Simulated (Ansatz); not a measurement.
Geometry optimisation, Ansatz 0.2.0, DFT PBEsol, scalar-relativistic, plane waves, PAW.

Input file:

```yaml
crystal:
  lattice:
    - [0.0, 5.43, 5.43]
    - [5.43, 0.0, 5.43]
    - [5.43, 5.43, 0.0]
  atoms:
    - { symbol: Si, position: [0.0, 0.0, 0.0] }
    - { symbol: Si, position: [0.125, 0.125, 0.125] }
    - { symbol: Si, position: [0.0, 0.0, 0.5] }
    - { symbol: Si, position: [0.125, 0.125, 0.625] }
    - { symbol: Si, position: [0.0, 0.5, 0.0] }
    - { symbol: Si, position: [0.125, 0.625, 0.125] }
    - { symbol: Si, position: [0.0, 0.5, 0.5] }
    - { symbol: Si, position: [0.125, 0.625, 0.625] }
    - { symbol: Si, position: [0.5, 0.0, 0.0] }
    - { symbol: Si, position: [0.625, 0.125, 0.125] }
    - { symbol: Si, position: [0.5, 0.0, 0.5] }
    - { symbol: Si, position: [0.625, 0.125, 0.625] }
    - { symbol: Si, position: [0.5, 0.5, 0.0] }
    - { symbol: Si, position: [0.625, 0.625, 0.125] }
    - { symbol: Si, position: [0.5, 0.5, 0.5] }
    - { symbol: Si, position: [0.625, 0.625, 0.625] }
    - { symbol: "N", position: [0.8701123, 0.8765552, 0.8812161], spin: 1.0 }
magnetization:
  spin_polarized: true
basis:
  ecutwfc: 420.0
kpoints:
  mp_grid: { grid: [2, 2, 2] }
hamiltonian:
  xc: pbesol
  pseudopotentials: { kind: paw, azcp: { folder: soft_1 } }
scf:
  occupations: { method: fermi_dirac, width: 0.05 }
  lower_state_search: "off"
relax:
  f_tol: 0.08
  max_steps: 25
  adjacent_minimum: "off"
output:
  write_density: true
  write_potential: true
  elf: true
  volumetric_format: npy
```

Run as:

```bash
$ ansatz run input.yaml --threads 1 --pin off --max-ram 3072MiB --backend cpu --events-out ev --progress --plain --runs-dir out
```

Problem. Where does it end, and by what steps?

Solution. The run converged. The threshold is loose, so the end isn't yet a minimum. The force dipped under the threshold on the way, but the program's further checks kept it going. Limits of this set-up: coarse k mesh, PAW files made for another functional, a small cell, in which the defect meets its images. After 9 steps the energy has fallen by 1.651 eV; N17 moved furthest, 0.90 Å.

```tsv
step	energy less start (eV)	largest force component (eV/Å)	accepted
0	0.0000	0.592	yes
1	-0.1516	0.440	yes
2	-0.4262	0.572	yes
3	-0.7649	1.285	yes
4	-1.1488	1.013	yes
5	-1.4817	0.624	yes
6	-1.5730	0.464	yes
7	-1.6219	0.267	yes
8	-1.6508	0.077	yes
9	-1.6508	0.077	yes
```

```xyz
17
Lattice="0.0000 5.4300 5.4300 5.4300 0.0000 5.4300 5.4300 5.4300 0.0000" Properties=species:S:1:pos:R:3
Si -0.148 -0.151 -0.294
Si 1.260 1.252 1.463
Si 2.633 2.627 0.088
Si 4.056 4.052 1.315
Si 3.010 -0.151 2.865
Si 3.984 1.570 4.167
Si 5.392 2.781 2.755
Si 6.833 4.050 4.094
Si -0.148 3.008 2.864
Si 1.574 3.988 4.155
Si 2.786 5.396 2.748
Si 4.056 6.830 4.092
Si 2.527 2.538 5.607
Si 3.985 3.979 6.573
Si 5.392 5.390 5.363
Si 6.608 6.610 6.965
N 10.045 10.041 8.963
```

The run took 4.5 min on 1 thread of Arm Neoverse V1 (shared host), peak memory 0.69 GiB.
